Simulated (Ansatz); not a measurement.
Reaction (silylene formation by 1,1-elimination): `C[SiH2][SiH](F)F` → `C[SiH](F)F` + `[SiH2]`

Isolated molecules relaxed with PBE0-D4/def2-TZVP in Ansatz; ΔE leaves out vibrations. CCSD(T)/CBS adds triple-zeta CCSD(T) − MP2 to the extrapolated MP2 energy (def2 sets, frozen cores). This one scheme is used for every species. Functionals use def2-TZVPP. HSE06 is defined as in plane-wave codes. Each species was taken in one conformer, which may not be the lowest.

```
             level  ΔE (kcal/mol)  difference from CCSD(T)/CBS
          HSE06-D4           54.5                          5.0
            B2PLYP           48.3                         -1.2
           r2SCANh           54.4                          4.9
           r2SCAN0           54.2                          4.7
             HSE06           52.9                          3.4
RPA@PBE/def2-TZVPP           43.6                         -5.9
       HF/def2-SVP           42.4                         -7.1
CCSD(T)/def2-TZVPP           47.7                         -1.8
     MP2/CBS(def2)           53.0                          3.5
    CCSD/CBS(def2)           48.3                         -1.2
       CCSD(T)/CBS           49.5                            0
```

Largest T1 diagnostic among the species: 0.014.

From PBE to PBE0 (25 % exact exchange), in def2-TZVPP and without D4, ΔE moves by +0.9 kcal/mol. Leaving LDA and LC-ωPBE aside and taking each functional with its dispersion term where it has one, the values, not all of them listed here, spread over 7.4 kcal/mol, from ωB97M-V to r2SCAN-D4. LDA lies +6.6 kcal/mol from PBE without D4. In def2-TZVPP, CCSD(T) changes the Hartree–Fock value by +4.3 kcal/mol (the triples alone add +1.3 kcal/mol) and MP2 by +7.8 kcal/mol.
